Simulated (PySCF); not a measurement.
Isomers of C2H4BN. Gas-phase values, no solvent. One relaxed conformer stands for each flexible species; it need not be the lowest. Strings in code marks are SMILES.

Quantity: electronic energy of isomers of C2H4BN relative to `C=CB=N`, in kJ/mol.

Case: `NC1=CB1`. Geometry of `NC1=CB1` (neutral, multiplicity 1, Å):

```xyz
8

N      1.4286    -0.0285     0.0566
C      0.0964    -0.0843     0.0040
C     -0.9958     0.7188    -0.0432
B     -1.2401    -0.7055    -0.0461
H      1.9172     0.8492     0.0727
H      1.9749    -0.8688     0.0831
H     -1.2365     1.7695    -0.0575
H     -1.9447    -1.6503    -0.0695
```

### Question
What is the computed electronic energy of isomers of C2H4BN relative to `C=CB=N` (TPSSh-D3(BJ)/def2-TZVP // CAM-B3LYP-D3(BJ)/def2-TZVP (PySCF))?

### Answer
97.0 kJ/mol.
